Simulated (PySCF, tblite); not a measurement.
Q: Give a PBE0-D3(BJ)/def2-SVP geometry of InChI=1S/C2H7As/c1-2-3/h2-3H2,1H3.

A: 
Z-matrix in Å and degrees, rows numbered from 1:
```
C 
C   1  1.5176
As  2  1.9782  1  116.50
H   1  1.1011  2  111.40  3   -59.11
H   1  1.1012  2  111.37  3    60.67
H   1  1.1028  2  111.29  3  -179.24
H   2  1.1023  1  111.20  3   121.00
H   2  1.1023  1  111.20  3  -121.14
H   3  1.5279  2   95.35  1   -45.45
H   3  1.5280  2   95.23  1    46.88
```

As3 (arsenic bonded to C and 2 H) is pyramidal (angles 95.3°, 95.2° and 91.8°, sum 282.4°, 0.88 Å off the plane of its three neighbours).

Computed with PBE0-D3(BJ)/def2-SVP geometry optimisation, gas phase (PySCF).

Point group: Cs (every atom within 0.08 Å of its image). Whether it is a minimum is left open (no frequencies). One conformer, not necessarily the lowest (C1–C2–As3–H -45° and 47°).


Problem. What does the PBE0-D3(BJ)/def2-SVP structure of `[Cl][GeH3]` look like in three dimensions?

Solution. 
Z-matrix in Å and degrees, rows numbered from 1:
```
Cl
Ge  1  2.1634
H   2  1.5344  1  107.34
H   2  1.5346  1  107.48  3   120.01
H   2  1.5345  1  107.39  3  -119.97
```

Ge2 (germanium bonded to Cl and 3 H) is tetrahedral (angles from 107.3° to 111.5°).

Level of theory: PBE0-D3(BJ)/def2-SVP geometry optimisation, gas phase (PySCF).

Point group: C3v (every atom within 0.08 Å of its image). No frequency check.


What does the GFN2-xTB structure of `CC(Cl)Cl` (1,1-dichloroethane) look like in three dimensions?

Z-matrix in Å and degrees, rows numbered from 1:
```
C 
C   1  1.5107
Cl  2  1.7830  1  110.55
Cl  2  1.7827  1  110.54  3  -120.74
H   1  1.0876  2  109.62  3   -59.73
H   1  1.0876  2  109.61  3  -179.58
H   1  1.0872  2  110.43  3    60.36
H   2  1.0915  1  112.73  3   119.62
```

Computed geometry: GFN2-xTB, gas phase.

Point group: Cs (tolerance 0.08 Å). Its GFN2-xTB frequencies are all real (lowest 219 cm⁻¹).
